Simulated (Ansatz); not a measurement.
The inner images of a band of GaH₅O (7 atoms, charge 0, multiplicity 1) are given out of order.

Theory: Ansatz 0.2.0, RKS BLYP-D4/def2-SVP.

Initial state:

```xyz
7
Properties=species:S:1:pos:R:3
Ga 0.023 0.123 0.062
H -0.139 0.647 1.560
H 1.422 0.281 -0.662
H -1.299 -0.066 -0.805
O 0.139 -2.032 0.632
H -0.749 -2.416 0.480
H 0.274 -2.086 1.601
```

Final state:

```xyz
7
Properties=species:S:1:pos:R:3
Ga -0.074 -0.220 -1.093
H 0.488 -1.368 3.532
H 1.206 0.684 -1.161
H -1.251 -0.406 -2.132
O -0.149 -1.187 0.446
H -0.940 -1.758 0.504
H 0.393 -1.292 2.772
```

Problem. Put them in order from the first end to the last, with their energies above the first end.
A.
```xyz
7
Properties=species:S:1:pos:R:3
Ga -0.044 -0.266 -0.972
H 0.219 -0.942 3.372
H 1.320 0.474 -1.206
H -1.458 -0.033 -1.635
O 0.100 -1.591 0.266
H -0.733 -2.078 0.419
H 0.268 -1.112 2.623
```
B.
```xyz
7
Properties=species:S:1:pos:R:3
Ga -0.008 -0.361 -0.743
H 0.131 -0.386 2.960
H 1.385 0.333 -0.941
H -1.453 0.113 -1.169
O 0.146 -1.953 0.123
H -0.706 -2.411 0.261
H 0.177 -0.882 2.376
```
C.
```xyz
7
Properties=species:S:1:pos:R:3
Ga 0.043 -0.193 -0.166
H -0.012 -0.097 1.722
H 1.455 0.305 -0.626
H -1.407 0.127 -0.689
O 0.190 -2.047 0.596
H -0.642 -2.560 0.533
H 0.045 -1.083 1.497
```
D.
```xyz
7
Properties=species:S:1:pos:R:3
Ga 0.036 -0.451 -0.457
H 0.006 0.024 2.285
H 1.433 0.231 -0.681
H -1.414 0.137 -0.679
O 0.196 -2.178 0.104
H -0.664 -2.613 0.266
H 0.080 -0.698 2.029
```
E.
```xyz
7
Properties=species:S:1:pos:R:3
Ga 0.033 0.053 -0.004
H -0.048 0.247 1.606
H 1.426 0.318 -0.694
H -1.357 0.059 -0.769
O 0.192 -2.061 0.668
H -0.639 -2.559 0.521
H 0.066 -1.606 1.539
```

Solution. E (+0.13 eV), C (+0.88 eV), D (+0.06 eV), B (+0.03 eV), A (+0.01 eV).

Run time: 69 s on 2 threads of Arm Neoverse V2, on a shared host, peak memory 0.12 GiB.
